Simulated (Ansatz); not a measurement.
Program: Ansatz. Geometries: PBE0-D4/def2-TZVP. ΔE: electronic, gas phase. CBS: MP2 limit from def2 TZ/QZ plus the TZ coupled-cluster correction, frozen cores. This one scheme is used for every species, atoms too. Functionals use def2-TZVPP. Open shells (•) are unrestricted, without spin–orbit coupling. Spin–orbit coupling would lower the free atoms: a little for C, Cl, Si; clearly for Br. For Br outer-core shells are correlated without core-valence functions, so the limit isn't a true one: a few kJ/mol of doubt a bond, and 10 to 20 or more in all where bonds break to atoms. Scalar relativity is left out up to krypton.

`[SiH3]C(Cl)Br` → Br• + C• + Cl• + 4 H• + Si•  (atomization)

```csv
level,ΔE (kJ/mol)
r2SCAN-D4,2384.1
PBE0,2356.3
HF/def2-TZVPP,1712.5
CCSD(T)/def2-TZVPP,2312.4
```

(1) What does CCSD(T)/CBS give? (An estimate is asked.)

Largest T1 diagnostic among the species: 0.012.

Results:

(1) The calculation gave: +2386.2 kJ/mol. The listed levels differ from it by -2.1, -29.9, -673.7, -73.8 kJ/mol.

In def2-TZVPP, CCSD(T) changes the Hartree–Fock value by +599.9 kJ/mol (the triples alone add +40.9 kJ/mol) and MP2 by +634.0 kJ/mol; breaking electron pairs costs correlation energy, which Hartree–Fock lacks. From PBE to PBE0 (25 % exact exchange), in def2-TZVPP and without D4, ΔE moves by −27.7 kJ/mol: exact exchange takes away binding that semilocal exchange gives to molecules. The D4 term adds +35.9 kJ/mol with B3LYP and +18.5 kJ/mol with PBE0; it sums over pairs of atoms, weighted by their polarisabilities, and B3LYP, whose exchange is more repulsive, gets the larger term.

B3LYP here is the variant with VWN-RPA as its local correlation; programs differ in this.

For atomizations the MP2-based limit and the directly extrapolated one differ by several kJ/mol either way, and by 10 to 25 for some Ge, Se and Sn compounds, so smaller differences from it don't rank the levels.
